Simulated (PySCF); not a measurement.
Computed IR spectrum (relative IR intensity) of a molecule C₅H₆F₂. Coordinates come from a PBE-D3(BJ)/def2-SVP optimisation. Other conformers were not sampled. Computed with PBE-D3(BJ)/def2-SVP in PySCF. No scaling factor is applied to the harmonic values.

ν (cm⁻¹): 213 (vw), 418 (w), 617 (m), 731 (s), 797 (m), 905 (vw), 925 (w), 958 (w), 988 (vw), 1000 (m), 1059 (s), 1080 (vs), 1109 (m), 1136 (m), 1161 (m), 1182 (vw), 1273 (m), 1288 (vw), 1344 (m), 1348 (s), 1392 (w), 2958 (s), 2989 (m), 2993 (m), 3050 (w), 3113 (w), 3144 (m) (against the strongest line: vs over 80 %, s over 45 %, m over 15 %, w over 4 %, vw less)

Which structure fits?
A) CC(C)=C=C(F)F
B) FC1(F)C=CCC1
C) FC(F)[C@H]1C=CC1
D) C=CC(=C)C(F)F

C, FC(F)[C@H]1C=CC1
